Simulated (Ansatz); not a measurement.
Basis sets compared for the cluster GeC2⁺ (the lowest doublet isomer of a short search). Charge 1, multiplicity 2. Geometry r2SCAN-D4/def2-TZVP. Ansatz on 4 threads of AMD EPYC 9R45 on a shared host; times are rough, and most runs start from earlier orbitals.

```xyz
3

Ge    1.226    1.004    0.457
C    -0.156   -0.127   -0.052
C    -1.071   -0.877   -0.404
```

At PBE0-D4/def2-SVP the charge 1 doublet is spin-contaminated (final ⟨S²⟩ up to 0.83, 0.75 for a pure state). Another isomer (doublet) lies 0.02 eV lower at PBE-D4/def2-TZVP.

```json
{"level": "PBE-D4/def2-SVP", "functions": "60", "energy (Eh)": "-2151.9850", "HOMO (eV)": "-13.90", "LUMO (eV)": "-12.06", "wall time": "0.25 s"}
{"level": "PBE0-D4/def2-SVP", "functions": "60", "energy (Eh)": "-2152.0306", "HOMO (eV)": "-14.96", "LUMO (eV)": "-10.54", "wall time": "0.35 s"}
```

Estimate the rows for PBE-D4/def2-TZVP, PBE0-D4/def2-TZVP (with forces).


```json
{"level": "PBE-D4/def2-TZVP", "functions": "110", "energy (Eh)": "-2152.3309", "HOMO (eV)": "-13.86", "LUMO (eV)": "-12.11", "wall time": "0.4 s"}
{"level": "PBE0-D4/def2-TZVP (with forces)", "functions": "110", "energy (Eh)": "-2152.3757", "HOMO (eV)": "-14.89", "LUMO (eV)": "-10.59", "wall time": "1 s"}
```
